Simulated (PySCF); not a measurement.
Computed properties of F2Hf, SMILES [Hf]([F])[F], multiplicity 1

F2Hf, SMILES [F][Hf][F], multiplicity 1. Geometry: r2SCAN-D4/def2-TZVP. The spin state was assumed, not searched. The def2 effective core potentials stand for the cores of Hf; spin–orbit coupling is left out. Other conformers were not sampled. All values are computed for the isolated molecule unless a solvent is named; none is compared with measurement here.

**Structure.** The optimised structure has C2v symmetry. All 3 harmonic modes at r2SCAN-D4/def2-TZVP (PySCF) are real, so it is a minimum. With heavy atoms numbered as in [Hf:1]([F:2])[F:3], the shortest bond between them is Hf1–F2 at 1.872 Å and the longest Hf1–F3 at 1.872 Å.

**Vibrations.** The strongest infrared lines (harmonic, unscaled, degenerate partners summed) lie at 666 cm⁻¹ (90 km/mol, F 87 %, Hf 13 %), 685 cm⁻¹ (39 km/mol, F 94 %), 119 cm⁻¹ (4 km/mol, F 89 %, Hf 11 %). The softest mode is at 119 cm⁻¹ and the zero-point energy is 2.1 kcal/mol.

**Electronic structure.** CAM-B3LYP/def2-TZVPD (PySCF) places the frontier levels at -6.80 and -1.30 eV, a gap of 5.50 eV, and gives a dipole moment of 1.48 D and a mean polarisability of 73.1 bohr³. PBE/def2-TZVPD (PySCF) at the same geometry gives -4.83 and -3.50 eV, so its gap is 4.17 eV narrower. An orbital gap is neither the optical nor the fundamental gap.

**Excitations.** TDA-ωB97X/def2-TZVPD (PySCF) has S1 at 2.01 eV (618 nm, f = 0.022, weak); the most intense of the 10 singlets computed lies at 4.88 eV (f = 0.79). T1 (TDA) is at 0.67 eV, 1.34 eV under S1. TDA-PBE/def2-TZVPD (PySCF) puts S1 at 1.97 eV.
